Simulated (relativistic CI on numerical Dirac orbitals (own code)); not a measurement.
**Co2+ in a cubic cluster: L2,3 absorption with charge transfer**

Computed with a charge-transfer multiplet model of a cubic metal-ligand cluster with up to 3 ligand holes, Slater and spin-orbit integrals from Dirac-Coulomb-Breit ions, Slater integrals scaled by 0.8. The ground state mixes d7 with configurations of k ligand holes L, whose averages lie at kΔ + k(k − 1)U_dd/2; a core hole lowers each added d electron by U_cd. 300 K, Lorentzian 0.4 eV and Gaussian 0.3 eV FWHM.

Atomic integrals in eV (Slater integrals scaled, ζ unscaled), ground: F2dd 9.233, F4dd 5.731, zeta_d 0.063; with the core hole: F2dd 9.869, F4dd 6.132, zeta_d 0.084, zeta_core 9.670, F2cd 5.831, G1cd 4.368, G3cd 2.482.

Cluster parameters (eV): Δ = 6.5, U_dd = 7.5, 10Dq = 0.35, 10Dq(ligand) = 0.1, V(eg) = 1.7, V(t2g) = -0.9, final-state hopping factor = 1.

```tsv
Case	n_d	d7	d8L	d9L2	d10L3	S
U_cd = 7.9 eV	7.08	0.92	0.08	0.00	0.00	1.50
U_cd = 9.1 eV	7.08	0.92	0.08	0.00	0.00	1.50
U_cd = 9.7 eV	7.08	0.92	0.08	0.00	0.00	1.50
U_cd = 10.9 eV	7.08	0.92	0.08	0.00	0.00	1.50
U_cd = 11.5 eV	7.08	0.92	0.08	0.00	0.00	1.50
```

Weights, n_d and S are thermal averages at 300 K. Photon energies count from the first peak over 30 % of the highest in each spectrum, which can be another peak from case to case. The parameters are a model scan and need not match a compound or its usual spin state. Peaks in eV (height, largest 100):
- U_cd = 7.9 eV: 0.0 (95), 0.7 (100), 1.7 (91), 3.3 (18), 16.0 (41), 18.1 (6)
- U_cd = 9.1 eV: 0.0 (96), 0.7 (100), 1.6 (93), 16.1 (40), 18.0 (6)
- U_cd = 9.7 eV: 0.0 (96), 0.7 (100), 1.6 (95), 16.0 (39), 17.5 (6), 17.8 (6)
- U_cd = 10.9 eV: 0.0 (43), 1.0 (96), 1.6 (100), 2.5 (98), 6.2 (5), 7.3 (7), 17.0 (37), 18.3 (6)
- U_cd = 11.5 eV: 0.0 (44), 1.0 (96), 1.6 (100), 2.5 (99), 5.8 (7), 6.9 (11), 17.0 (35)

For the case U_cd = 9.7 eV, Δ = 6.5 eV is smaller than U_dd = 7.5 eV, the charge-transfer side of the Zaanen-Sawatzky-Allen scheme. With the core hole the configuration with one ligand hole lies at Δ + U_dd − U_cd = 6.1, 4.9, 4.3, 3.1, 2.5 eV from the one without, in the order of the table; where this is negative the screened configuration lies lower, though the effective hopping of about 2.5 eV (from the holes of the mixed ground state) mixes the two strongly wherever it is as large as the gap.
